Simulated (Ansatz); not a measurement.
C2H7FInNO (`C[N](C)[In]([OH])[F]`), relaxed with RKS PBE0-D4/def2-TZVP in the Gaussian-basis code of Ansatz from a GFN2-xTB geometry. The force threshold is 0.005 eV/Å; the program also tests the step.

Total charge 0; spin multiplicity 1. In takes the def2 core potential.

Start:

```xyz
13

C    -0.161    0.211    1.658
N     0.524    0.324    0.396
C     1.492   -0.724    0.216
In   -0.868    0.363   -1.306
O    -1.863    1.871   -2.088
F    -1.123   -1.224   -2.542
H     0.563    0.431    2.449
H    -0.958    0.956    1.705
H    -0.576   -0.789    1.848
H     1.965   -0.615   -0.762
H     1.069   -1.735    0.299
H     2.256   -0.614    0.991
H    -2.320    1.546   -2.865
```

| step | energy (eV) | largest force (eV/Å) | largest move (Å) |
| --- | --- | --- | --- |
| 1 | -13611.0908 | 1.677 | 0.000 |
| 2 | -13611.3496 | 0.292 | 0.145 |
| 3 | -13611.3671 | 0.162 | 0.085 |
| 4 | -13611.3916 | 0.200 | 0.199 |
| 5 | -13611.4173 | 0.316 | 0.195 |
| 6 | -13611.4422 | 0.245 | 0.199 |
| 7 | -13611.4677 | 0.267 | 0.195 |
| 8 | -13611.4867 | 0.240 | 0.193 |
| 9 | -13611.5003 | 0.183 | 0.200 |
| 10 | -13611.5051 | 0.137 | 0.108 |
| 11 | -13611.5079 | 0.062 | 0.049 |
| 12 | -13611.5084 | 0.029 | 0.049 |
| 13 | -13611.5085 | 0.019 | 0.010 |
| 14 | -13611.5085 | 0.007 | 0.005 |
| 15 | -13611.5086 | 0.002 | 0.007 |

End:

```xyz
13

C    -0.160    0.342    1.581
N     0.286   -0.025    0.260
C     1.357   -0.990    0.255
In   -0.744    0.375   -1.388
O    -2.311    1.528   -1.674
F    -0.034   -0.383   -3.047
H     0.669    0.773    2.161
H    -0.954    1.090    1.540
H    -0.540   -0.520    2.149
H     1.660   -1.235   -0.765
H     1.075   -1.928    0.758
H     2.238   -0.591    0.778
H    -2.541    1.563   -2.607
```

It took 55 s on 2 threads of an AMD EPYC 7R13 on a shared host and a share of an NVIDIA H100 80 GB, with 0.9 GiB of host memory at the peak.
